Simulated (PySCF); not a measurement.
# One molecule, several mistakes: BGeH6NSi

These are calculations, not measurements. They come from PySCF 2.14.0, an open-source quantum chemistry program, on an isolated molecule that a program drew, which may never have been made. The molecule is BGeH6NSi (charge 0, singlet), drawn as the SMILES string `[NH2][Ge][BH][SiH3]`.

Each row is a Hartree-Fock (HF) and frozen-core CCSD(T) single point in the cc-pV(D+d)Z basis, meant for a local HF minimum. Run 1 is clean. Each other run has one planted mistake out of seven kinds, and not every kind appears here: one electron removed, one electron added, multiplicity raised by two, geometry at a saddle point, minimal basis STO-3G, one bond length entered in bohr, all coordinates scaled. The reference is restricted for singlets and unrestricted otherwise, and also for a bond in bohr. Adding or removing an electron swaps singlet and doublet. Electrons count all cores. HOMO and LUMO are orbital energies over both spins, the gradient is its largest component, and the lowest frequency (negative if imaginary) is given only where the gradient is small. Bond lengths are over the 9 bonds as drawn. T1 is the CCSD diagnostic: over 0.02 (restricted) or 0.045 (unrestricted) a single reference is doubtful. Germanium has the cc-pVDZ-PP basis, with a core potential (ECP10MDF) in place of its 10 inner electrons, and its 3s, 3p and 3d shells are frozen in CCSD(T).

Geometry of the clean run:
```xyz
10
BGeH6NSi, angstrom
N    -2.1518   -3.5222   -1.0420
Ge   -0.7885   -2.6522   -1.8703
B     0.0630   -1.7252   -0.1583
Si   -0.5148    0.0719    0.6204
H    -2.3755   -3.5325   -0.0653
H    -2.7859   -4.0938   -1.5677
H     0.9937   -2.2681    0.3823
H    -1.2688   -0.2206    1.8707
H    -1.4143    0.8403   -0.2778
H     0.6360    0.9458    0.9645
```

| run | electrons | basis functions | <S^2> | HOMO (eV) | LUMO (eV) | gradient (hartree/bohr) | lowest frequency (cm^-1) | mean bond (Å) | longest bond (Å) | T1 | HF (hartree) | CCSD(T) (hartree) | mistake |
|---|---|---|---|---|---|---|---|---|---|---|---|---|---|
| 1 | 64 | 104 | 0.000 | -8.10 | 1.13 | 1.9e-05 | 50 | 1.5171 | 2.125 | 0.0196 | -664.90277 | -665.41220 | no fault |
| 2 | 64 | 104 | 0.963 | -6.96 | 1.10 | 1.2e-02 | - | 1.7272 | 4.016 | 0.0231 | -664.83737 | -665.31848 | one bond length entered in bohr |
| 3 | 64 | 104 | 0.000 | -8.25 | 1.04 | 5.3e-02 | - | 1.6218 | 2.272 | 0.0220 | -664.86834 | -665.38796 | all coordinates scaled |
| 4 | 65 | 104 | 0.885 | 0.06 | 5.79 | 3.8e-02 | - | 1.5171 | 2.125 | 0.0406 | -664.86898 | -665.38606 | ? |
| 5 | 64 | 104 | 2.030 | -6.21 | 0.21 | 2.2e-02 | - | 1.5171 | 2.125 | 0.0356 | -664.83865 | -665.32353 | ? |

**Which mistake was planted in run 4, and what did it cost?**

It counts 65 electrons, one more than the clean run, at the same geometry and basis. So the mistake is: one electron added. Subtracting run 1 and multiplying by 627.51 kcal/mol a hartree, the energy moved by 21.2 kcal/mol in HF and 16.4 kcal/mol in CCSD(T).

**Which mistake was planted in run 5, and what did it cost?**

Electrons, basis and geometry are unchanged, and <S^2> is 2.030, beside S(S+1) = 2.00 for a multiplicity of 3. So the mistake is: multiplicity raised by two. Subtracting run 1 and multiplying by 627.51 kcal/mol a hartree, the energy moved by 40.2 kcal/mol in HF and 55.6 kcal/mol in CCSD(T).

Cautions from the logs. Run 3: T1 is over the limit, so its CCSD(T) energy is less reliable; run 4: the HOMO is above zero, so the electron isn't bound and the energy depends on the basis.
